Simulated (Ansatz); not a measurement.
The same path of Cl3H3OSiTi + ClH (11 atoms, charge 0, multiplicity 1) was run 3 times with different band settings. Lost on the way: Ti1–O2, Cl10–H11. Made: Ti1–Cl10, O2–H11.

The calculation used Ansatz 0.2.0, RHF/def2-SVP.

Relaxed end points:

```xyz
11
Properties=species:S:1:pos:R:3
Ti -0.350 0.275 -0.089
O -0.888 -0.009 1.505
Si -1.413 -0.330 3.076
H -1.957 -1.696 3.111
H -0.261 -0.178 3.980
H -2.459 0.658 3.394
Cl 1.860 0.112 -0.137
Cl -0.957 2.293 -0.701
Cl -1.238 -1.216 -1.430
Cl 1.366 -2.963 2.289
H 2.016 -2.145 1.561
```

```xyz
11
Properties=species:S:1:pos:R:3
Ti 0.451 -0.593 -1.079
O 0.063 0.145 3.463
Si -1.468 -0.373 3.794
H -2.175 -0.782 2.556
H -1.462 -1.534 4.717
H -2.183 0.756 4.421
Cl 2.153 0.025 -2.266
Cl -0.555 1.154 -0.300
Cl -0.916 -1.725 -2.318
Cl 1.146 -1.853 0.568
H 0.665 -0.419 3.004
```

Common settings: spring 5.0 eV/Å²; start path through a guess of the saddle point; force threshold 0.05 eV/Å; iteration limit 60; end points relaxed.

| run | movable images | climbing image | optimiser | largest step |
| --- | --- | --- | --- | --- |
| 1 | 5 | yes | quadratic models (default) | default |
| 2 | 5 | yes | lbfgs | 0.5 Å |
| 3 | 8 | no | quadratic models (default) | default |

(1) What does each run give, and how far can it be trusted?

Answers

(1) Run 1: converged after 58 iterations, highest image 0.577 eV above the first end. The top lies less than 8 meV above the higher end, about what the thresholds resolve: that end is a shoulder or a very shallow well. A vibrational analysis at the climbing image gives no mode beyond 40i cm⁻¹: the surface is too flat there to confirm a saddle point.
Run 2: not converged after 60 iterations, highest image 1.465 eV above the first end. The band didn't meet its force threshold, so its energies are provisional: the largest band force was still 1.04 eV/Å, and over the last iterations the top moved between 1.47 and 1.50 eV.
Run 3: not converged after 60 iterations, highest image 0.573 eV above the first end. The band didn't meet its force threshold, so its energies are provisional: the largest band force was still 0.30 eV/Å, and over the last iterations the top moved between 0.57 and 0.70 eV. Neighbouring images lie up to 1.8 Å apart, so the band is torn or far too coarse.
The orbitals stay closed-shell, which can raise the energy where a bond breaks towards radicals; this wasn't checked here.
